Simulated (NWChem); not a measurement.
System meant: pentafluoroethane (C2HF5); SMILES FC(C(F)(F)F)F

Here is an NWChem input.

```
start job
memory heap 200 mb stack 900 mb global 1100 mb
geometry units angstroms noautosym nocenter noautoz
  F      0.054087    -1.453026    -1.091969
  C     -0.437280    -0.855020     0.000000
  F      0.054087    -1.453026     1.091969
  C     -0.000431     0.611282     0.000000
  F      1.318783     0.719742     0.000000
  F     -0.482250     1.219242     1.079117
  F     -0.482250     1.219242    -1.079117
  H     -1.539196    -0.923364     0.000000
end
basis spherical
  F library 6-31g*
  C library 6-31g*
  H library 6-31g*
end
dft
  xc xtpss03 ctpss03
  iterations 150
end
property
  shielding 6 1 2 4 5 6 8
end
task dft property
```

End of the output:

```
 Vector   32  Occ=0.000000D+00  E= 1.130926D-01
              MO Center= -1.3D+00, -8.1D-01,  2.5D-10, r^2= 2.3D+00
   Bfn.  Coefficient  Atom+Function         Bfn.  Coefficient  Atom+Function
  ----- ------------  ---------------      ----- ------------  ---------------
   100      1.681245  8 H  s                 20     -1.439773  2 C  s
    21      0.701696  2 C  px                22      0.448969  2 C  py
    49     -0.403375  4 C  px                 6      0.275955  1 F  s
    34      0.275955  3 F  s                 16     -0.269147  2 C  s
    18      0.256475  2 C  py                50      0.245448  4 C  py

 center of mass
 --------------
 x =   0.03121471 y =   0.01473134 z =   0.00000000

 moments of inertia (a.u.)
 ------------------
         893.519225652366           4.978733802480           0.000000000000
           4.978733802480         486.355547007362           0.000000000000
           0.000000000000           0.000000000000         740.266655897104

     Multipole analysis of the density
     ---------------------------------

     L   x y z        total         alpha         beta         nuclear
     -   - - -        -----         -----         ----         -------
     0   0 0 0     -0.000000    -29.000000    -29.000000     58.000000

     1   1 0 0     -0.473009     -0.233340     -0.233340     -0.006329
     1   0 1 0     -0.070044      0.074795      0.074795     -0.219635
     1   0 0 1      0.000000      0.000000      0.000000      0.000000

     2   2 0 0    -25.031502    -54.311370    -54.311370     83.591238
     2   1 1 0      0.956175      0.107838      0.107838      0.740499
     2   1 0 1      0.000000      0.000000      0.000000      0.000000
     2   0 2 0    -27.259500   -150.944758   -150.944758    274.630017
     2   0 1 1     -0.000000     -0.000000     -0.000000      0.000000
     2   0 0 2    -27.370341    -89.434616    -89.434616    151.498891

          -----------------------------------------
          Chemical Shielding Tensors (GIAO, in ppm)
          -----------------------------------------

 ------------------------------------------------------------------------
  xtpss03: d2 not coded                    0
 ------------------------------------------------------------------------
 ------------------------------------------------------------------------
  current input line :
    25: task dft property
 ------------------------------------------------------------------------
 ------------------------------------------------------------------------
 This error has not yet been assigned to a category
 ------------------------------------------------------------------------
 For more information see the NWChem manual at https://nwchemgit.github.io

0: xtpss03: d2 not coded:Received an Error in Communication
```

Can this run be used? If not, why, and what is the fix?

The program stopped with an error. Cause: this functional's second derivatives, which shieldings need, aren't coded here; the fix takes a hybrid GGA instead. This input runs:
```
start job
memory heap 200 mb stack 900 mb global 1100 mb
geometry units angstroms noautosym nocenter noautoz
  F      0.054087    -1.453026    -1.091969
  C     -0.437280    -0.855020     0.000000
  F      0.054087    -1.453026     1.091969
  C     -0.000431     0.611282     0.000000
  F      1.318783     0.719742     0.000000
  F     -0.482250     1.219242     1.079117
  F     -0.482250     1.219242    -1.079117
  H     -1.539196    -0.923364     0.000000
end
basis spherical
  * library 6-31g*
end
dft
  xc pbe0
  iterations 150
end
property
  shielding 6 1 2 4 5 6 8
end
task dft property
```
It converges to -575.45915 Ha (PBE0/6-31G* (spherical d), GIAO).
